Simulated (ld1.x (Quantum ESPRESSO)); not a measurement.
u(r) = r·R(r): atom against pseudo-atom (Zr)

Columns: radius, all-electron u(r) and pseudo u(r) of the 4d shell (level -17.30 eV) of zirconium in the configuration [Ar] 3d10 4s2 4p6 4d2 5s0 5p0; PBE, scalar-relativistic, PAW scheme, ld1.x (Quantum ESPRESSO) 7.5.

```csv
r (bohr),all-electron,pseudo
0.150,0.2030,-0.0011
0.300,0.3297,-0.0086
0.450,0.1980,-0.0278
0.600,-0.0312,-0.0623
0.750,-0.2573,-0.1132
0.900,-0.4426,-0.1791
1.050,-0.5787,-0.2562
1.200,-0.6682,-0.3386
1.350,-0.7189,-0.4198
1.500,-0.7394,-0.4929
1.650,-0.7379,-0.5521
1.800,-0.7207,-0.5933
1.950,-0.6928,-0.6144
2.100,-0.6580,-0.6160
2.250,-0.6191,-0.6007
2.400,-0.5781,-0.5722
2.550,-0.5365,-0.5356
2.700,-0.4952,-0.4954
2.850,-0.4550,-0.4551
3.000,-0.4164,-0.4164
3.150,-0.3798,-0.3798
3.300,-0.3452,-0.3452
3.450,-0.3128,-0.3128
3.600,-0.2828,-0.2828
3.750,-0.2549,-0.2549
3.900,-0.2292,-0.2292
```

(1) How many radial nodes do the two functions have?

(2) At about which radius was the pseudo-wave matched?

(3) Is the pseudo-wave norm-conserving?

Answers

(1) The all-electron 4d function has n − l − 1 = 1; the pseudo-wave has 0, since the states of the same l below it are removed with the core.

(2) 3.00 bohr. The columns agree to 0.0005 from 2.70 bohr on; several derivatives are matched, so the curves merge somewhat inside the radius.

(3) No, it belongs to a PAW set: the norm inside the radius is not constrained, and the difference is carried by the augmentation charge.
